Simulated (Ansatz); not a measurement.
`[Cl][Ga-]1([Cl])[O]C=CC=[O+]1` + `[OH][Ga]([F])[Cl]` → `[F][Ga-]1([Cl])[O]C=CC=[O+]1` + `[OH][Ga]([Cl])[Cl]` at 298.15 K and 1 bar (substitution at a C–O bond).

Program: Ansatz. Geometries: PBE0-D4/def2-TZVP. ΔE: electronic, gas phase. CCSD(T)/CBS adds triple-zeta CCSD(T) − MP2 to the extrapolated MP2 energy (def2 sets, frozen cores). For Ga outer-core shells are correlated without core-valence functions, which leaves a few kJ/mol of doubt a bond. Scalar relativity is left out up to krypton. One conformer a species, not always the lowest.

| species | CCSD(T)/CBS energy (Eh) | H − E (kJ/mol) | S (J/(mol·K)) |
| --- | --- | --- | --- |
| `[Cl][Ga-]1([Cl])[O]C=CC=[O+]1` | -3109.96110 | 187.2 | 403.2 |
| `[OH][Ga]([F])[Cl]` | -2559.41427 | 62.0 | 324.1 |
| `[F][Ga-]1([Cl])[O]C=CC=[O+]1` | -2749.96297 | 188.6 | 397.4 |
| `[OH][Ga]([Cl])[Cl]` | -2919.41483 | 60.7 | 335.1 |

H − E and S are ideal-gas, rigid-rotor, harmonic terms from PBE0-D4/def2-TZVP, for one conformer and one mirror image of each species. 1 Eh = 2625.50 kJ/mol, R = 8.31446 J/(mol·K).

Problem. By hand: ΔE, ΔH, ΔS and ΔG.

Solution. ΔE = (-2749.96297) + (-2919.41483) − (-3109.96110) − (-2559.41427) = -0.00243 Eh = -6.4 kJ/mol. Δ(H − E) = 188.6 + 60.7 − 187.2 − 62.0 = 0.1, so ΔH = -6.3 kJ/mol. ΔS = 397.4 + 335.1 − 403.2 − 324.1 = 5.2 J/(mol·K). ΔG = -6.3 − 298.15 × (5.2)/1000 = -7.9 kJ/mol.

Problem. By hand: the equilibrium constant, and the temperature at which ΔG would vanish if ΔH and ΔS stayed fixed.

Solution. log₁₀ K = −ΔG/(RT ln 10) = 1.4. ΔH and −TΔS have one sign here, so there is no such temperature.

The number of gas molecules stays the same, so ΔS is small and ΔH decides. A doubt of 5 kJ/mol in ΔE shifts log₁₀ K by 0.9 here. Other conformers and mirror images would add mixing entropy, several J/(mol·K) or more a flexible species. Modes under 60 cm⁻¹, often nearly free rotors, make the harmonic entropy too high. These are equilibria of isolated gas molecules and say nothing of rates. Largest T1 diagnostic: 0.017 (customary marks: 0.02 for closed shells, 0.045 for open ones).

ΔS is within the doubt of such terms, so its sign, and with it that verdict, could turn.
